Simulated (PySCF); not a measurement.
## Mayer bond orders and bond lengths

C7H14N (charge +1).
Numbering: `[CH3:1][C:2]#[N+:3][CH2:4][C:5]([CH3:6])([CH3:7])[CH3:8]` (hydrogens: H9, H10, H11 on C1; H12, H13 on C4; H14, H15, H16 on C6; H17, H18, H19 on C7; H20, H21, H22 on C8)

Geometry (GFN2-xTB, Å), atoms numbered from 1 in this order:
```
atom  x, y, z in Å
C1     3.6198   -0.0916    0.2576
C2     2.3356   -0.0360   -0.3089
N3     1.2991    0.0108   -0.8065
C4     0.0122    0.0614   -1.2928
C5    -1.0642    0.0265   -0.1676
C6    -0.9422   -1.2750    0.6216
C7    -0.8903    1.2350    0.7496
C8    -2.4198    0.0902   -0.8704
H9     3.5577    0.0196    1.3428
H10    4.0885   -1.0514    0.0273
H11    4.2408    0.7126   -0.1447
H12   -0.1260   -0.7935   -1.9616
H13   -0.0898    0.9843   -1.8717
H14   -0.0005   -1.3296    1.1642
H15   -1.0188   -2.1397   -0.0333
H16   -1.7472   -1.3370    1.3479
H17   -0.9291    2.1639    0.1856
H18    0.0516    1.1947    1.2932
H19   -1.6942    1.2563    1.4796
H20   -3.2149    0.0684   -0.1307
H21   -2.5574   -0.7577   -1.5368
H22   -2.5213    1.0070   -1.4457
```

Bond orders from the PBE0/pcSseg-1 density (PySCF). Geometry: GFN2-xTB; no solvent, vibrations or thermal averaging. GFN2-xTB frequencies show an imaginary mode (26i cm⁻¹), so this geometry is no minimum at that level.

Problem. How far do the computed orders between heavy atoms stray from the drawn ones?

Solution. The largest departure is 0.482, at C2–N3 (drawn triple, 2.518). Drawn single, order below 0.88: N3–C4 (0.867). Drawn double or triple, more than 0.30 short of the drawn order: C2–N3 (2.518). The SMILES, with its formal charges, is one Lewis structure only.

Problem. Set the Mayer orders of the bonds beside their lengths.

Solution. 
```json
{"bond": "C1–C2", "drawn as": "single", "length (Å)": "1.405", "Mayer order": "1.100"}
{"bond": "C2–N3", "drawn as": "triple", "length (Å)": "1.151", "Mayer order": "2.518"}
{"bond": "N3–C4", "drawn as": "single", "length (Å)": "1.377", "Mayer order": "0.867"}
{"bond": "C4–C5", "drawn as": "single", "length (Å)": "1.558", "Mayer order": "0.932"}
{"bond": "C5–C6", "drawn as": "single", "length (Å)": "1.527", "Mayer order": "0.997"}
{"bond": "C5–C7", "drawn as": "single", "length (Å)": "1.527", "Mayer order": "0.997"}
{"bond": "C5–C8", "drawn as": "single", "length (Å)": "1.528", "Mayer order": "1.028"}
{"bond": "C1–H9", "drawn as": "single", "length (Å)": "1.093", "Mayer order": "0.897"}
{"bond": "C1–H10", "drawn as": "single", "length (Å)": "1.093", "Mayer order": "0.898"}
{"bond": "C1–H11", "drawn as": "single", "length (Å)": "1.093", "Mayer order": "0.898"}
{"bond": "C4–H12", "drawn as": "single", "length (Å)": "1.094", "Mayer order": "0.907"}
{"bond": "C4–H13", "drawn as": "single", "length (Å)": "1.094", "Mayer order": "0.907"}
{"bond": "C6–H14", "drawn as": "single", "length (Å)": "1.088", "Mayer order": "0.958"}
{"bond": "C6–H15", "drawn as": "single", "length (Å)": "1.087", "Mayer order": "0.956"}
{"bond": "C6–H16", "drawn as": "single", "length (Å)": "1.086", "Mayer order": "0.958"}
{"bond": "C7–H17", "drawn as": "single", "length (Å)": "1.087", "Mayer order": "0.956"}
{"bond": "C7–H18", "drawn as": "single", "length (Å)": "1.088", "Mayer order": "0.957"}
{"bond": "C7–H19", "drawn as": "single", "length (Å)": "1.086", "Mayer order": "0.958"}
{"bond": "C8–H20", "drawn as": "single", "length (Å)": "1.086", "Mayer order": "0.951"}
{"bond": "C8–H21", "drawn as": "single", "length (Å)": "1.087", "Mayer order": "0.951"}
{"bond": "C8–H22", "drawn as": "single", "length (Å)": "1.087", "Mayer order": "0.951"}
```

By pair of heavy elements: C–C: lowest C4–C5 (0.932, 1.558 Å), highest C1–C2 (1.100, 1.405 Å). C–N: lowest N3–C4 (0.867, 1.377 Å), highest C2–N3 (2.518, 1.151 Å).

Problem. Sum the orders of all bonds at each heavy atom with more than one neighbour and set the sums beside the valence in the SMILES.

Solution. C1 3.793 (drawn 4), C2 3.618 (drawn 4), N3 3.385 (drawn 4), C4 3.613 (drawn 4), C5 3.954 (drawn 4), C6 3.869 (drawn 4), C7 3.868 (drawn 4), C8 3.881 (drawn 4). Orders between atoms that aren't bonded are not in these sums.

For a closed shell the Mayer order of atoms A and B is Σ (PS)μν (PS)νμ over the basis functions μ on A and ν on B, with P the density and S the overlap matrix.

These values come from a run that also computed NMR shieldings. Time: 71 s of wall time. Hardware: one thread, x86-64 server, no GPU (shared host).
